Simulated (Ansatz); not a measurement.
**Molecular dynamics of Cl₄Sn**

Input:

```yaml
crystal:
  periodic: [false, false, false]
  atoms:
    - { symbol: Sn, position_ang: [0.00047, 0.0, 0.00049] }
    - { symbol: Cl, position_ang: [0.000217, 0.0, 2.310322] }
    - { symbol: Cl, position_ang: [2.178306, 0.0, -0.769145] }
    - { symbol: Cl, position_ang: [-1.088296, 1.886024, -0.769583] }
    - { symbol: Cl, position_ang: [-1.088296, -1.886024, -0.769583] }
basis:
  gaussian: { orbitals: def2-SVP }
hamiltonian:
  xc: hf
md:
  timestep: 1.0
  n_steps: 100
  ensemble: nvt_nose_hoover
  temperature: 300.0
  initial_velocities: maxwell_boltzmann
  seed: 165177
```

Command:

```bash
$ ansatz run input.yaml --threads 1 --pin off --max-ram 2048MiB --backend cpu --events-out ev --progress --plain --runs-dir out
```

It starts from a relaxed structure.

Output, in part (one step line in 4, the closing report, with atoms numbered from 0):

```
md step     0: t =     0.00 fs  T =   300.0 K  F+E_penalty+E_count = -55809.17627487 eV  E_kin = 0.116334 eV  conserved = -55809.05994087 eV  (26 SCF iters)
md step     4: t =     4.00 fs  T =   281.4 K  F+E_penalty+E_count = -55809.16904282 eV  E_kin = 0.109119 eV  conserved = -55809.05992574 eV  (28 SCF iters)
md step     8: t =     8.00 fs  T =   233.5 K  F+E_penalty+E_count = -55809.15042695 eV  E_kin = 0.090556 eV  conserved = -55809.05989653 eV  (28 SCF iters)
md step    12: t =    12.00 fs  T =   174.5 K  F+E_penalty+E_count = -55809.12743144 eV  E_kin = 0.067666 eV  conserved = -55809.05986502 eV  (27 SCF iters)
md step    16: t =    16.00 fs  T =   124.2 K  F+E_penalty+E_count = -55809.10776518 eV  E_kin = 0.048153 eV  conserved = -55809.05984151 eV  (28 SCF iters)
md step    20: t =    20.00 fs  T =    97.5 K  F+E_penalty+E_count = -55809.09724646 eV  E_kin = 0.037817 eV  conserved = -55809.05983270 eV  (21 SCF iters)
md step    24: t =    24.00 fs  T =   100.4 K  F+E_penalty+E_count = -55809.09811701 eV  E_kin = 0.038919 eV  conserved = -55809.05983984 eV  (22 SCF iters)
md step    28: t =    28.00 fs  T =   128.4 K  F+E_penalty+E_count = -55809.10862006 eV  E_kin = 0.049777 eV  conserved = -55809.05985990 eV  (28 SCF iters)
md step    32: t =    32.00 fs  T =   168.9 K  F+E_penalty+E_count = -55809.12377611 eV  E_kin = 0.065510 eV  conserved = -55809.05988635 eV  (27 SCF iters)
md step    36: t =    36.00 fs  T =   205.1 K  F+E_penalty+E_count = -55809.13696572 eV  E_kin = 0.079552 eV  conserved = -55809.05991146 eV  (28 SCF iters)
md step    40: t =    40.00 fs  T =   220.6 K  F+E_penalty+E_count = -55809.14188536 eV  E_kin = 0.085558 eV  conserved = -55809.05992739 eV  (28 SCF iters)
md step    44: t =    44.00 fs  T =   204.9 K  F+E_penalty+E_count = -55809.13459923 eV  E_kin = 0.079466 eV  conserved = -55809.05992673 eV  (28 SCF iters)
md step    48: t =    48.00 fs  T =   158.3 K  F+E_penalty+E_count = -55809.11538232 eV  E_kin = 0.061379 eV  conserved = -55809.05990544 eV  (28 SCF iters)
md step    52: t =    52.00 fs  T =    94.2 K  F+E_penalty+E_count = -55809.08962452 eV  E_kin = 0.036511 eV  conserved = -55809.05986768 eV  (28 SCF iters)
md step    56: t =    56.00 fs  T =    36.3 K  F+E_penalty+E_count = -55809.06667089 eV  E_kin = 0.014085 eV  conserved = -55809.05982857 eV  (29 SCF iters)
md step    60: t =    60.00 fs  T =     9.5 K  F+E_penalty+E_count = -55809.05606265 eV  E_kin = 0.003670 eV  conserved = -55809.05980934 eV  (18 SCF iters)
md step    64: t =    64.00 fs  T =    26.6 K  F+E_penalty+E_count = -55809.06257672 eV  E_kin = 0.010324 eV  conserved = -55809.05982246 eV  (18 SCF iters)
md step    68: t =    68.00 fs  T =    81.4 K  F+E_penalty+E_count = -55809.08322354 eV  E_kin = 0.031547 eV  conserved = -55809.05986114 eV  (28 SCF iters)
md step    72: t =    72.00 fs  T =   150.5 K  F+E_penalty+E_count = -55809.10857329 eV  E_kin = 0.058358 eV  conserved = -55809.05990442 eV  (27 SCF iters)
md step    76: t =    76.00 fs  T =   205.9 K  F+E_penalty+E_count = -55809.12759412 eV  E_kin = 0.079850 eV  conserved = -55809.05993070 eV  (28 SCF iters)
md step    80: t =    80.00 fs  T =   227.6 K  F+E_penalty+E_count = -55809.13279018 eV  E_kin = 0.088242 eV  conserved = -55809.05993041 eV  (27 SCF iters)
md step    84: t =    84.00 fs  T =   210.9 K  F+E_penalty+E_count = -55809.12293036 eV  E_kin = 0.081767 eV  conserved = -55809.05990647 eV  (28 SCF iters)
md step    88: t =    88.00 fs  T =   166.8 K  F+E_penalty+E_count = -55809.10278684 eV  E_kin = 0.064665 eV  conserved = -55809.05986925 eV  (28 SCF iters)
md step    92: t =    92.00 fs  T =   116.2 K  F+E_penalty+E_count = -55809.08078508 eV  E_kin = 0.045042 eV  conserved = -55809.05983225 eV  (27 SCF iters)
md step    96: t =    96.00 fs  T =    81.9 K  F+E_penalty+E_count = -55809.06577326 eV  E_kin = 0.031763 eV  conserved = -55809.05980757 eV  (22 SCF iters)
md step   100: t =   100.00 fs  T =    81.1 K  F+E_penalty+E_count = -55809.06397042 eV  E_kin = 0.031436 eV  conserved = -55809.05980240 eV  (29 SCF iters)
Total energy: -55809.06397042 eV, -2050.9452721708 hartree
Atom 0 at    -0.043197    -0.022553     0.015791 Å, force     1.845946     0.749070    -0.333473 eV/Å
Atom 1 at     0.069577     0.083888     2.308284 Å, force    -0.119111    -0.132247     0.193639 eV/Å
Atom 2 at     2.234027    -0.032707    -0.754005 Å, force    -1.217287     0.023162     0.370163 eV/Å
Atom 3 at    -1.102318     1.874078    -0.750072 Å, force    -0.067417     0.091494    -0.051818 eV/Å
Atom 4 at    -1.053129    -1.849735    -0.853433 Å, force    -0.442132    -0.731479    -0.178510 eV/Å
Dipole moment:    -0.192986    -0.083601     0.058274 e Å
```

All steps were run. The conserved energy stayed within 0.028 meV per atom of its start (net change 0.028 meV per atom), so the integration is sound. The mean temperature of the second half is 61 % below the set value. A run of 0.1 ps of so small a system gives no equilibrium averages.

The same pairs are bonded in the first frame and the last. Pairs count as bonded within 1.25 times the sum of covalent radii (0.12 Å more for H–H).

Last frame:

```xyz
5
Properties=species:S:1:pos:R:3
Sn -0.043 -0.023 0.016
Cl 0.070 0.084 2.308
Cl 2.234 -0.033 -0.754
Cl -1.102 1.874 -0.750
Cl -1.053 -1.850 -0.853
```

Time of the run: 2.3 min on 1 thread of AMD EPYC 9R45 96-Core Processor (Zen 5), on a shared host, peak memory 0.26 GiB.
